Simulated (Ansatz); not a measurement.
Cost and result for the atomization energy of C2H5AlBClO, SMILES `OB/[C]([AlH2])=C\Cl` (11 atoms, 10 bonds).

```xyz
11

O    -0.976   -0.961    1.734
B    -0.498    0.212    1.247
C     0.192    0.181   -0.138
Al   -0.519   -0.805   -1.658
C     1.335    0.809   -0.414
Cl    2.274    1.709    0.740
H    -1.414   -0.868    2.583
H    -0.667    1.230    1.864
H    -1.914   -1.550   -1.595
H     0.357   -0.775   -2.983
H     1.831    0.817   -1.380
```

Total charge 0; spin multiplicity 1. The geometry is a stationary point of PBE0-D4/def2-TZVP. It is one conformer, not always the lowest. Program: Ansatz. All runs use 4 threads of an Arm Neoverse V2 on a shared host. Times are those of one run each, without the atoms' runs, and a repeat can differ threefold. Electronic energies, without spin–orbit coupling; frozen cores. CCSD(T)/CBS adds CCSD(T) − MP2 in def2-TZVPP to the MP2 limit, and its time is that of the two runs behind it. T1 = 0.013. B3LYP takes the VWN-RPA correlation (the form of Gaussian; ORCA's B3LYP/G).

CCSD(T)/CBS is a level of theory with its own doubt, some kJ/mol a heavy atom from the limit and from the frozen cores, so smaller differences don't rank the functionals.

```tsv
level	functions	wall time	atomization (kJ/mol)	difference from CCSD(T)/CBS	per bond
PBE-D4/def2-TZVPP (with forces)	278	3.5 s	4186.7	108.3	10.8
PBE0-D4/def2-TZVPP	278	4.1 s	4104.7	26.3	2.6
r2SCAN-D4/def2-TZVPP (with forces)	278	7 s	4120.9	42.5	4.2
B3LYP-D4/def2-TZVPP (with forces)	278	7 s	4083.0	4.6	0.5
B2PLYP/def2-TZVPP	278	8 s	4044.2	-34.2	-3.4
ωB97X-V/def2-TZVPP	278	10 s	4091.4	13.0	1.3
ωB97M-V/def2-TZVPP (with forces)	278	15 s	4105.2	26.8	2.7
MP2/def2-QZVPP	518	30 s	4143.7	65.3	6.5
CCSD(T)/def2-TZVPP	278	4.1 min	3973.5	-104.9	-10.5
CCSD(T)/CBS(def2)	–	4.6 min	4078.4	0.0	0.0
```

The D4 term adds +42.8 kJ/mol with B3LYP and +22.6 kJ/mol with PBE0; it sums over pairs of atoms, weighted by their polarisabilities, and B3LYP, whose exchange is more repulsive, gets the larger term. In def2-TZVPP, CCSD(T) changes the Hartree–Fock value by +967.8 kJ/mol (the triples alone add +72.6 kJ/mol) and MP2 by +1075.9 kJ/mol; breaking electron pairs costs correlation energy, which Hartree–Fock lacks. From PBE to PBE0 (25 % exact exchange), in def2-TZVPP and without D4, the atomization energy moves by −78.2 kJ/mol: exact exchange takes away binding that semilocal exchange gives to molecules.
